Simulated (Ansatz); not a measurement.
`C[N](C)[Ga]([F])[SH]`. Charge 0, multiplicity 1.

```xyz
13

C     0.846   -1.318   -0.647
N     0.124   -0.182   -0.127
C    -0.212    0.803   -1.120
Ga   -0.298   -0.052    1.621
F     0.233   -1.399    2.614
S    -1.368    1.535    2.669
H     1.072   -2.028    0.150
H     0.262   -1.844   -1.415
H     1.795   -1.010   -1.107
H     0.687    1.212   -1.602
H    -0.845    0.377   -1.911
H    -0.758    1.640   -0.678
H    -1.538    2.266    1.553
```

Problem. List the harmonic frequencies (cm⁻¹, unscaled) at PBE0-D4/def2-TZVP in Ansatz. (Best estimate.)

Solution. Ansatz gave: 62, 97, 122, 151, 154, 203, 227, 263, 276, 313, 417, 587, 679, 713, 1020, 1095, 1119, 1161, 1245, 1315, 1444, 1465, 1468, 1479, 1499, 1519, 2712, 2984, 2989, 3024, 3033, 3106, 3128.

Problem. Is this a minimum?

Solution. Yes, all 33 modes are real.

Problem. Give the ideal-gas thermochemistry at 298.15 K and 1 bar (rigid rotor, harmonic oscillator; point group Cs, symmetry number 1).

Solution. Zero-point energy 245.7 kJ/mol; H(298) − E = 273.3 kJ/mol; entropy 406.5 J/(mol·K), of which translation 172.6, rotation 120.1, vibration 113.8; G(298) − E = 152.1 kJ/mol. Modes under 100 cm⁻¹ are hindered rotations or soft bends, so the harmonic entropy is rough.
